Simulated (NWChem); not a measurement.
Species: BF₂, doublet; SMILES F[B]F

Results from NWChem. Pople sets run with spherical d functions. Spin-unrestricted. In the optimisation the excess spin sits in a1 (C2v, its own frame). No stability test was run on the SCF state. Each level has its own optimisation; frequencies are unscaled.

| level | r B–F (Å) | highest harmonic frequency (cm⁻¹) | lowest (cm⁻¹) | zero-point energy (kcal/mol) | dipole (D) |
|---|---|---|---|---|---|
| LDA (Slater exchange, VWN5)/def2-SVP | 1.303 | 1469 | 518 | 4.5 | 0.01 |
| PBE/def2-SVP | 1.318 | 1407 | 511 | 4.4 | 0.08 |
| B3LYP/6-31G* | 1.316 | (withheld) | 522 | 4.5 | 0.27 |
| PBE0/def2-SVP | 1.307 | 1459 | 528 | 4.5 | 0.25 |

Task: Some entries are withheld; supply them.

Result: 
- B3LYP/6-31G*, highest harmonic frequency (cm⁻¹): 1431
